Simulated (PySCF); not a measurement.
Sn₂F⁺, triplet: molecular constants

Computed with UPBE in PySCF with F def2-SVP, Sn def2-SVP with ECP28; scalar-relativistic core potentials, no spin–orbit coupling; density-fitted integrals.

The structure is a minimum.

Z-matrix (Å, degrees; charge 1 multiplicity 3):
```
F
Sn 1 2.1829
Sn 2 2.9872 1 46.83
```

* Point group: C2v
* Bond lengths: F–Sn 2.183 Å (×2), Sn–Sn 2.987 Å
* Bond angles: F–Sn–Sn 46.8° (×2), Sn–F–Sn 86.3°
* Zero-point energy: 4.8 kJ/mol
* Principal quadrupole moments (Buckingham, traceless) about the centre of mass: -9.56, -8.45, 18.01 D Å
* Entropy at 298.15 K and 1 bar (electronic part: spin only): 321.7 J/(mol K)
* Heat capacity Cp at 298.15 K: 54.6 J/(mol K)
* Rotational symmetry number: 2
* Highest occupied level (α): -9.55 eV
* Dipole moment about the centre of mass: 1.80 D
* Principal polarisabilities: 45.8, 45.9, 150.7 bohr³
* Lowest empty level (β): -9.35 eV
* Spin squared ⟨S²⟩: 2.002
* Rotational constants: 0.3779, 0.03151, 0.02909 cm⁻¹
* Enthalpy at 298.15 K above 0 K: 13.72 kJ/mol

Harmonic modes (masses in u: F 18.998, Sn 119.902):
```tsv
symmetry	ω (cm⁻¹)	IR (km/mol)	μ (u)
a1	126	0.7	92.03
b2	253	0.0	21.63
a1	430	33.4	21.34
```

In C2v the vibrations span 2a1 + b2. Here b1 is antisymmetric to the molecular plane and b2 lies in it.

Charges (e):
| atom | Mulliken | Löwdin | polar tensor | spin (Mulliken) | Mayer order to F1 |
| --- | --- | --- | --- | --- | --- |
| F1 | -0.34 | -0.22 | -0.27 | 0.07 | – |
| Sn2,3 | 0.67 | 0.61 | 0.64 | 0.97 | 0.55 |
Other Mayer orders above 0.3: Sn–Sn 1.12.

Mulliken populations on F1: s 3.96, p 5.38, d 0.00.

This need not be the most stable arrangement of these atoms. At this level a broken-symmetry Ms = 0 minimum of C2v symmetry lies 12 kJ/mol below this structure. No spin–orbit coupling is included, which matters more the heavier the element.

The final relaxation and frequency run took 46 s on 2 threads of a shared AMD EPYC 7R43 64-Core (Zen 3) host, with 66 basis functions and 11 gradients; the process peaked at 0.63 GiB. Launch command: `OMP_NUM_THREADS=2 python axn.py task.json out`.
